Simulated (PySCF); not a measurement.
Isomers of C9H7F, one conformer each; single-point electronic energies without zero-point terms and without any empirical dispersion term.

All values: CAM-B3LYP/def2-SVPD (PySCF, non-relativistic), each on one gas-phase PBE0-D3(BJ)/def2-SVP geometry that isn't relaxed in the solvent. The solvent is an IEF-PCM continuum (van der Waals radii × 1.2). The model holds no explicit solvent molecules, cavitation or dispersion.

| isomer | relative energy, gas (kcal/mol) | dipole (D) |
| --- | --- | --- |
| `C#CC1=C[C@@H]2C=C[C@@]1(F)C2` | 0.0 | 2.29 |
| `C#C/C(F)=C(\C#C)C(=C)C` | 29.9 | 1.04 |

How do the relative energies look in benzene (ε = 2.271)?

```json
{"isomer": "`C#CC1=C[C@@H]2C=C[C@@]1(F)C2`", "relative energy, solvent (kcal/mol)": "0.0", "E(solvent) − E(gas) (kcal/mol)": "-2.5", "dipole in solvent (D)": "2.70"}
{"isomer": "`C#C/C(F)=C(\\C#C)C(=C)C`", "relative energy, solvent (kcal/mol)": "30.2", "E(solvent) − E(gas) (kcal/mol)": "-2.1", "dipole in solvent (D)": "1.14"}
```

The order is unchanged. Conformers: `[CH:1]#[C:2]/[C:3]([F:4])=[C:5](\[C:6]#[CH:7])[C:8](=[CH2:9])[CH3:10]` with C3–C5–C8–C9 -176°. `C#CC1=C[C@@H]2C=C[C@@]1(F)C2` gains most from the continuum, and it has the largest gas-phase dipole. The gains span 0.4 kcal/mol, the gas-phase energies 29.9 kcal/mol.
